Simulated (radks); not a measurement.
Task: Gd37+, configuration [Ar] 3d9. All-electron calculation, non-relativistic Kohn-Sham, LB94 model potential, spin-polarised, spherical densities, point nucleus; open shells are filled with parallel spins first (spin-orbit coupling, left out, can overturn this in heavy ions); relativity is left out, which matters for an element this heavy. Program: a radial shooting solver on a logarithmic mesh with Libxc functionals. Some entries of the table are withheld. Estimate them.

| orbital | occ. | eigenvalue (hartree) | r(max) (bohr) | <1/r> (bohr^-1) |
|---|---|---|---|---|
| 1s down | 1 | -1796.496 | 0.01571 | 63.50 |
| 1s up | 1 | -1796.491 | 0.01571 | 63.50 |
| 2s up | 1 | -335.9322 | 0.08591 | 14.81 |
| 2s down | 1 | -335.9077 | 0.08590 | 14.81 |
| 2p up | 3 | -323.0357 | 0.06682 | 14.84 |
| 2p down | 3 | -323.0289 | 0.06682 | 14.84 |
| 3s up | 1 | -116.1695 | (1) | (2) |
| 3s down | 1 | -116.0391 | (3) | (4) |
| 3p up | 3 | -110.4892 | (5) | 5.668 |
| 3p down | 3 | -110.3518 | (6) | 5.664 |
| 3d up | 5 | -100.1619 | 0.1765 | 5.581 |
| 3d down | 4 | -100.0235 | 0.1764 | 5.581 |

Result: 
(1) 3s up r(max) (bohr): 0.2365
(2) 3s up <1/r> (bohr^-1): 5.713
(3) 3s down r(max) (bohr): 0.2365
(4) 3s down <1/r> (bohr^-1): 5.709
(5) 3p up r(max) (bohr): 0.2233
(6) 3p down r(max) (bohr): 0.2234
